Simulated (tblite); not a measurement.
C5H10O2S.
Numbering: `[CH3:1][S:2](=[O:3])(=[O:4])[CH:5]1[CH2:6][CH2:7][CH2:8]1` (hydrogens: H9, H10, H11 on C1; H12 on C5; H13, H14 on C6; H15, H16 on C7; H17, H18 on C8)

Computed with GFN2-xTB (tblite), gas phase: Langevin dynamics at 200 K from the optimised GFN2-xTB geometry, time step 0.5 fs, friction 0.01 fs⁻¹, 2000 steps.

Start geometry:
```
atom  x, y, z in Å
C1      2.454    0.387   -0.577
S2      1.112   -0.807   -0.273
O3      1.627   -1.855    0.565
O4      0.551   -1.186   -1.540
C5     -0.119    0.144    0.675
C6     -1.345   -0.738    0.908
C7     -2.064    0.006   -0.229
C8     -0.933    1.047   -0.246
H9      2.907    0.631    0.375
H10     3.176   -0.087   -1.231
H11     2.032    1.262   -1.053
H12     0.400    0.565    1.530
H13    -1.803   -0.599    1.886
H14    -1.159   -1.797    0.745
H15    -3.056    0.385    0.006
H16    -2.101   -0.575   -1.147
H17    -0.482    1.222   -1.220
H18    -1.204    1.999    0.208
```

The statistics below take the 31 frames saved every 25 fs from 250 to 1000 fs; their kinetic temperature (all 3N coordinates) averages 193 K.

Q: Give the mean, spread and extremes of the bond lengths.

A: 
| bond | start (Å) | mean (Å) | standard deviation (Å) | shortest (Å) | longest (Å) |
| --- | --- | --- | --- | --- | --- |
| C1–S2 | 1.822 | 1.827 | 0.048 | 1.747 | 1.918 |
| S2=O3 | 1.438 | 1.438 | 0.023 | 1.389 | 1.477 |
| S2=O4 | 1.437 | 1.447 | 0.019 | 1.413 | 1.483 |
| S2–C5 | 1.822 | 1.833 | 0.031 | 1.770 | 1.905 |
| C5–C6 | 1.528 | 1.534 | 0.025 | 1.492 | 1.585 |
| C6–C7 | 1.537 | 1.544 | 0.025 | 1.482 | 1.589 |
| C7–C8 | 1.538 | 1.538 | 0.026 | 1.484 | 1.587 |
| C5–C8 | 1.525 | 1.526 | 0.023 | 1.478 | 1.565 |
| C1–H9 | 1.082 | 1.085 | 0.020 | 1.050 | 1.117 |
| C1–H10 | 1.083 | 1.086 | 0.024 | 1.038 | 1.139 |
| C1–H11 | 1.082 | 1.085 | 0.017 | 1.055 | 1.129 |
| C5–H12 | 1.086 | 1.089 | 0.022 | 1.045 | 1.126 |
| C6–H13 | 1.089 | 1.090 | 0.030 | 1.041 | 1.151 |
| C6–H14 | 1.088 | 1.091 | 0.023 | 1.049 | 1.133 |
| C7–H15 | 1.088 | 1.090 | 0.023 | 1.033 | 1.130 |
| C7–H16 | 1.086 | 1.088 | 0.022 | 1.034 | 1.150 |
| C8–H17 | 1.088 | 1.088 | 0.020 | 1.045 | 1.123 |
| C8–H18 | 1.089 | 1.092 | 0.026 | 1.026 | 1.147 |

Q: Give the same statistics for bond angles, one of each kind among heavy atoms.

A: 
| angle | start (°) | mean (°) | standard deviation (°) | smallest (°) | largest (°) |
| --- | --- | --- | --- | --- | --- |
| C1–S2–O3 | 108.1 | 108.1 | 2.8 | 102.3 | 113.7 |
| C1–S2–C5 | 104.1 | 104.4 | 4.3 | 97.3 | 113.8 |
| O3–S2–O4 | 117.5 | 117.4 | 2.4 | 112.3 | 122.9 |
| O3–S2–C5 | 108.6 | 108.7 | 2.1 | 104.9 | 115.3 |
| S2–C5–C6 | 108.7 | 109.7 | 3.3 | 100.8 | 116.8 |
| S2–C5–C8 | 110.8 | 111.7 | 2.0 | 107.0 | 115.1 |
| C6–C5–C8 | 90.4 | 90.1 | 1.7 | 87.4 | 93.8 |
| C5–C6–C7 | 89.0 | 89.2 | 1.8 | 85.7 | 92.6 |
| C6–C7–C8 | 89.5 | 89.3 | 1.5 | 86.6 | 92.2 |

Q: How far does each atom move about its mean position (frames aligned on the start, all atoms weighted alike), and what rms force does it feel?

A: 
```json
{"atom": "C1", "rms displacement (Å)": "0.16", "rms force (eV/Å)": "1.43"}
{"atom": "S2", "rms displacement (Å)": "0.16", "rms force (eV/Å)": "2.24"}
{"atom": "O3", "rms displacement (Å)": "0.32", "rms force (eV/Å)": "1.39"}
{"atom": "O4", "rms displacement (Å)": "0.34", "rms force (eV/Å)": "1.10"}
{"atom": "C5", "rms displacement (Å)": "0.11", "rms force (eV/Å)": "1.29"}
{"atom": "C6", "rms displacement (Å)": "0.08", "rms force (eV/Å)": "1.64"}
{"atom": "C7", "rms displacement (Å)": "0.13", "rms force (eV/Å)": "1.65"}
{"atom": "C8", "rms displacement (Å)": "0.18", "rms force (eV/Å)": "1.51"}
{"atom": "H9", "rms displacement (Å)": "0.92", "rms force (eV/Å)": "0.77"}
{"atom": "H10", "rms displacement (Å)": "0.92", "rms force (eV/Å)": "0.84"}
{"atom": "H11", "rms displacement (Å)": "0.95", "rms force (eV/Å)": "0.66"}
{"atom": "H12", "rms displacement (Å)": "0.21", "rms force (eV/Å)": "0.79"}
{"atom": "H13", "rms displacement (Å)": "0.21", "rms force (eV/Å)": "0.96"}
{"atom": "H14", "rms displacement (Å)": "0.16", "rms force (eV/Å)": "0.80"}
{"atom": "H15", "rms displacement (Å)": "0.26", "rms force (eV/Å)": "0.84"}
{"atom": "H16", "rms displacement (Å)": "0.32", "rms force (eV/Å)": "0.81"}
{"atom": "H17", "rms displacement (Å)": "0.34", "rms force (eV/Å)": "0.75"}
{"atom": "H18", "rms displacement (Å)": "0.30", "rms force (eV/Å)": "0.89"}
```

The displacements run from 0.08 to 0.95 Å, the largest at H11.

Q: How widely does the potential energy scatter, against a harmonic estimate?

A: Mean 0.41 eV above the start, standard deviation 0.085 eV, range 0.30 to 0.68 eV. For 48 classical harmonic modes at 200 K the canonical values are 48kT/2 = 0.41 eV and kT·√(48/2) = 0.084 eV.

The run is classical and short, so these are rough statistics of one trajectory.

What follows is the cost of the whole dynamics run. On one thread, Arm Neoverse V1 (aarch64) (shared host), this took 13 s and 0.18 GiB of memory at its peak.
